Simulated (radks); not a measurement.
Sb, configuration [Kr] 4d10 5s2 5p3. Calculated with a radial shooting solver on a logarithmic mesh with Libxc functionals: scalar-relativistic Kohn-Sham, LDA (Slater exchange, VWN5 correlation), spin-polarised, spherical densities, point nucleus; open shells are filled with parallel spins first (spin-orbit coupling, left out, can overturn this in heavy ions); hard spherical wall at 7 bohr. Some entries of the table are withheld. Estimate them.

orbital,occ.,eigenvalue (eV),<r> (bohr)
1s up,1,-30270.09,0.02845
1s down,1,-30270.02,0.02845
2s up,1,-4606.534,0.1227
2s down,1,-4606.501,0.1227
2p up,3,-4137.888,0.1072
2p down,3,-4137.836,0.1072
3s up,1,-902.0341,0.3311
3s down,1,-901.9729,0.3311
3p up,3,-749.2550,0.3292
3p down,3,-749.1883,0.3292
3d up,5,-515.4155,0.3057
3d down,5,-515.3540,0.3056
4s up,1,-147.8494,0.7908
4s down,1,-147.7158,0.7906
4p up,3,-100.9724,0.8529
4p down,3,-100.8184,0.8521
4d up,5,-33.0080,1.036
4d down,5,-32.6998,1.029
5s up,1,-13.2398,2.222
5s down,1,-11.6265,2.212
5p up,3,-5.1390,2.781
5p down,0,-3.4829,2.829
6s up,0,2.8390,(1)
5d up,0,3.2860,3.887
6s down,0,3.6791,(2)
5d down,0,4.4893,4.002
4f up,0,8.5847,(3)
4f down,0,9.5794,(4)

Answer. 
(1) 6s up <r> (bohr): 4.228
(2) 6s down <r> (bohr): 4.280
(3) 4f up <r> (bohr): 4.272
(4) 4f down <r> (bohr): 4.380
